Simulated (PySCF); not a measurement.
CH4F2GeO. Atoms are numbered in the order given.

```xyz
9

Ge     0.4507    -0.3220     0.0000
F      0.8501     0.6828    -1.3727
F      0.8501     0.6828     1.3727
O     -1.2839    -0.6458     0.0000
C     -2.2108     0.4407     0.0000
H      1.2430    -1.6329     0.0000
H     -2.0997     1.0805     0.9028
H     -3.2309     0.0075     0.0000
H     -2.0997     1.0805    -0.9028
```
Charge 0, spin multiplicity 1.

The structure is a stationary point at PBE-D3(BJ)/def2-SVP. This is a generated structure with no PubChem entry under its InChIKey; it may be hypothetical. Other conformers were not sampled.

These are PBE-D3(BJ)/def2-SVP in PySCF values and carry that method's errors.

Frequencies are harmonic and unscaled.

Computed normal modes with their intensities:
| mode | ν (cm⁻¹) | IR (km/mol) | moving atoms (share of kinetic energy) |
|---|---|---|---|
| 1 | 51 | 3.3 | F 41 %, C 26 %, H 23 %, O 9 % |
| 2 | 96 | 0.5 | H 93 % |
| 3 | 144 | 13.0 | F 40 %, C 34 %, H 19 % |
| 4 | 231 | 10.7 | F 83 %, Ge 13 % |
| 5 | 239 | 17.3 | O 56 %, F 29 %, Ge 10 % |
| 6 | 329 | 35.0 | Ge 32 %, O 28 %, F 18 %, C 13 %, H 9 % |
| 7 | 634 | 6.6 | O 50 %, H 15 %, C 14 %, Ge 11 %, F 10 % |
| 8 | 687 | 19.4 | H 93 % |
| 9 | 689 | 29.2 | H 74 %, F 22 % |
| 10 | 701 | 123.7 | F 52 %, Ge 25 %, H 13 %, O 9 % |
| 11 | 711 | 94.5 | F 71 %, Ge 26 % |
| 12 | 1074 | 197.2 | O 52 %, C 41 % |
| 13 | 1129 | 0.0 | H 77 %, C 18 % |
| 14 | 1150 | 5.6 | H 72 %, C 19 %, O 9 % |
| 15 | 1412 | 5.9 | H 89 %, C 9 % |
| 16 | 1415 | 5.2 | H 97 % |
| 17 | 1428 | 10.0 | H 96 % |
| 18 | 2181 | 52.7 | H 99 % |
| 19 | 2940 | 54.1 | H 97 % |
| 20 | 3022 | 24.3 | H 90 %, C 10 % |
| 21 | 3059 | 16.1 | H 90 %, C 10 % |
